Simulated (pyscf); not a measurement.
`[CH3][CH2][AlH][Cl]`, singlet

Gas-phase minimum from PySCF at ωB97X-D3(BJ)/def2-SVP, one conformer. 

```xyz
10

C     -1.6856    -0.3368    -2.1527
C     -1.0146    -1.0884    -0.9926
Al     0.3120    -0.0647     0.0029
Cl     1.3055    -1.0025     1.6114
H     -2.4303    -0.9600    -2.6752
H     -2.2081     0.5698    -1.8043
H     -0.9502    -0.0095    -2.9065
H     -0.5257    -2.0112    -1.3579
H     -1.7730    -1.4483    -0.2719
H      0.7148     1.4338    -0.2948
```
Charge 0, spin multiplicity 1.

Bonded distances (Å): C1–C2 1.537, C1–H5 1.103, C1–H6 1.103, C1–H7 1.103, C2–Al3 1.949, C2–H8 1.106, C2–H9 1.106, Al3–Cl4 2.110, Al3–H10 1.580. Bond angles (°): C2–C1–H5 112.1, C2–C1–H6 111.7, C2–C1–H7 111.7, H5–C1–H6 107.1, H5–C1–H7 107.1, H6–C1–H7 106.7, C1–C2–Al3 115.2, C1–C2–H8 110.6, C1–C2–H9 110.6, Al3–C2–H8 107.8, Al3–C2–H9 107.7, H8–C2–H9 104.3, C2–Al3–Cl4 118.4, C2–Al3–H10 125.1 (the first ones only).

Properties at ωB97X-D3(BJ)/def2-SVP:

```json
{
  "harmonic_wavenumbers_unscaled": "24, 113, 186, 245, 401, 527, 624, 644, 693, 927, 964, 1054, 1241, 1247, 1410, 1434, 1482, 1494, 1985, 3051, 3056, 3098, 3140, 3141 cm⁻¹",
  "zero_point_energy": "46.0 kcal/mol",
  "rotational_symmetry_number": "1",
  "Entropy of this conformer at 298 K and 1 atm, rigid rotor and harmonic oscillator, modes under 100 cm⁻¹ raised to 100": "333.2 J/(mol K)",
  "dipole_moment": "1.85 D"
}
```

Single-point totals, which compare only within one level (frozen core for MP2 and CC):

```
level                   total energy (hartree)
----------------------  ----------------------
ωB97X-D3(BJ)/def2-TZVP              -782.65312
PBE/def2-TZVP                       -782.12228
r²SCAN/def2-TZVP                    -782.45885
B3LYP-D3(BJ)/def2-TZVP              -782.62684
PBE0-D3(BJ)/def2-TZVP               -782.20731
M06-2X/def2-TZVP                    -782.49034
ωB97M-D3(BJ)/def2-TZVP              -782.68124
HF/def2-TZVPP                       -780.76864
MP2/def2-TZVPP                      -781.38958
CCSD/def2-TZVPP                     -781.44121
CCSD(T)/def2-TZVPP                  -781.46710
```

The lowest mode is so soft that the shape along it may change with the basis. Soft torsions are taken as harmonic, which can shift the entropy by several J/(mol K). The CCSD(T) − MP2 part came from Ansatz, without density fitting, on the same reference.
